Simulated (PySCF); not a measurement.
SnF2, SMILES [F][Sn][F] (connectivity only; charge and spin as stated), neutral, multiplicity 1.

Geometry: B3LYP-D3(BJ)/def2-TZVP. The isomer is the one that the SMILES or the coordinates give; other isomers of the formula were not compared. The def2 effective core potentials stand for the cores of Sn; spin–orbit coupling is left out.

Level of theory: TDA-PBE/def2-SVPD (PySCF 2.14.0).

Vertical excitations.  State labels are in the subgroup C2v.

| state | symmetry | energy (eV) | λ (nm) | f | main pairs |
|---|---|---|---|---|---|
| S1 | B1 | 4.77 | 260 | 0.091 | HOMO→LUMO 91 % |
| S2 | A2 | 5.06 | 245 | 0.000 | HOMO−1→LUMO 100 % |
| S3 | B2 | 5.74 | 216 | 0.001 | HOMO−2→LUMO 86 % |
| S4 | B1 | 5.82 | 213 | 0.038 | HOMO−3→LUMO 93 % |
| S5 | A1 | 6.24 | 199 | 0.001 | HOMO−4→LUMO 87 % |
| S6 | A2 | 6.42 | 193 | 0.000 | HOMO−5→LUMO 100 % |
| S7 | B2 | 7.12 | 174 | 0.209 | HOMO→LUMO+1 66 %, HOMO−1→LUMO+2 23 % |
| S8 | A1 | 7.14 | 174 | 0.089 | HOMO−1→LUMO+1 55 %, HOMO→LUMO+2 42 % |
| S9 | A1 | 7.38 | 168 | 0.184 | HOMO−1→LUMO+1 41 %, HOMO→LUMO+2 38 %, HOMO−5→LUMO+1 10 % |
| S10 | B1 | 7.43 | 167 | 0.008 | HOMO−2→LUMO+1 99 % |
| T1 | B1 | 3.51 | 353 | 0 | HOMO→LUMO 99 % |
| T2 | A2 | 4.93 | 251 | 0 | HOMO−1→LUMO 100 % |
| T3 | B2 | 5.06 | 245 | 0 | HOMO−2→LUMO 100 % |
| T4 | A1 | 5.41 | 229 | 0 | HOMO−4→LUMO 100 % |
Triplets are in the Tamm–Dancoff approximation.
